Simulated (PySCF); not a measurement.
Compound: C7H9OPS.
Numbering: `[CH3:1][C@@H:2]1[CH2:3][P@@:4]1(=[S:5])[c:6]1[cH:7][cH:8][cH:9][o:10]1`

Geometry (GFN2-xTB, Å), atoms numbered from 1 in this order:
```
atom  x, y, z in Å
C1    -2.9406   -0.8425   -0.0654
C2    -1.6520   -0.2243    0.4072
C3    -1.4105    1.2677    0.0770
P4    -0.3335    0.1045   -0.8270
S5    -0.4079   -0.2598   -2.7291
C6     1.2539    0.0583    0.0059
C7     2.4785   -0.3393   -0.4593
C8     3.3702   -0.1676    0.6222
C9     2.6235    0.3165    1.6535
O10    1.3404    0.4565    1.2930
H11   -2.9173   -1.9234    0.0595
H12   -3.7832   -0.4449    0.5000
H13   -3.0949   -0.6235   -1.1221
H14   -1.3408   -0.5257    1.4022
H15   -1.0061    1.8881    0.8655
H16   -2.1879    1.7501   -0.5035
H17    2.6947   -0.7001   -1.4441
H18    4.4203   -0.3746    0.6307
H19    2.8834    0.5929    2.6568
```

NICS = −σ at a ghost point: NICS(0) at the centroid of the ring atoms, NICS(1) 1 Å to either side along the normal of their mean plane, zz for the tensor component along that normal. Level: GIAO PBE0/pcSseg-1 (PySCF, non-relativistic, gas phase) on the GFN2-xTB geometry, one conformer.

Rings: 1. C2–C3–P4; 2. C6–C7–C8–C9–O10.

| set | NICS(0) | NICS(1), two faces | NICS(1)zz, two faces |
| --- | --- | --- | --- |
| P | -11.4 | -10.4 / -10.4 | -25.4 / -25.7 |
| Q | -26.7 | -6.6 / -5.9 | -17.9 / -10.9 |

Problem. Which set (ppm) belongs to which ring?

Solution. P = 2, Q = 1.
- 1 (3-membered ring with P; formal bonds all single): mean NICS(1)zz -14.4 ppm, shielded. C2, C3, P4 have four or more neighbours, and the NICS criterion for π rings isn't applied.
- 2 (5-membered ring with O; formal bonds all aromatic): mean NICS(1)zz -25.6 ppm, shielded, aromatic by this magnetic criterion (flat ring, no four-coordinate atom).

Problem. How do the rings differ in shape?

Solution. 
```csv
ring,bond lengths (Å),rms pucker (Å),HOMA,nearest outside atom to a NICS(1) probe (Å)
1,"1.547, 1.825, 1.836",0.00,–,hydrogen 1.51
2,"1.369, 1.412, 1.362, 1.340, 1.350",0.00,0.51,hydrogen 2.42
```

HOMA = 1 − mean of α(R − Ropt)² over the ring bonds, with Krygowski's 1993 parameters (CC: Ropt 1.388 Å, α 257.7 Å⁻²; CO: Ropt 1.265 Å, α 157.38 Å⁻²). A dash marks a ring with a four-coordinate atom, a triple bond, no multiple bond or a kind of bond without parameters.
